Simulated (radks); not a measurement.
All-electron atom: Al+ in [He] 2s2 2p5 3s2 3d1 (not the ground configuration). Calculated with a radial shooting solver on a logarithmic mesh with Libxc functionals: non-relativistic Kohn-Sham, Wu-Cohen GGA, spin-polarised, spherical densities, point nucleus; open shells are filled with parallel spins first.

Unscreened Slater integrals over Kohn-Sham orbitals (cm^-1). They are taken over the spin-up orbitals. Empty in this configuration: 3p.

F0(3d,3d): 55355
F2(3d,3d): 26871
F4(3d,3d): 17007
F0(3d,3s): 67670
G2(3d,3s): 25719
F0(3d,2p): 75663
F2(3d,2p): 7203.0
G1(3d,2p): 3341.4
G3(3d,2p): 1861.4
F0(3d,2s): 75653
G2(3d,2s): 2533.0
F0(3d,3p): 64879
F2(3d,3p): 30031
G1(3d,3p): 37162
G3(3d,3p): 22057
F0(3s,3s): 93884
F0(3s,2p): 124620
G1(3s,2p): 8967.6
F0(3s,2s): 123760
G0(3s,2s): 7135.5
F0(3s,3p): 86954
G1(3s,3p): 57528
F0(2p,2p): 353860
F2(2p,2p): 162990
F0(2p,2s): 337780
G1(2p,2s): 201430
F0(2p,3p): 110600
F2(2p,3p): 17745
G0(2p,3p): 7172.7
G2(2p,3p): 7030.9
F0(2s,2s): 327290
F0(2s,3p): 109600
G1(2s,3p): 5578.6
F0(3p,3p): 81407
F2(3p,3p): 41477

Derived for the open shells (J is the average intra-shell exchange parameter used in DFT+U). 2p: J = F2/5 = 32600 cm^-1. 3d: Racah B = F2/49 - 5 F4/441 = 355.6 cm^-1, C = 35 F4/441 = 1350 cm^-1, C/B = 3.80, F4/F2 = 0.633, J = (F2 + F4)/14 = 3134 cm^-1.
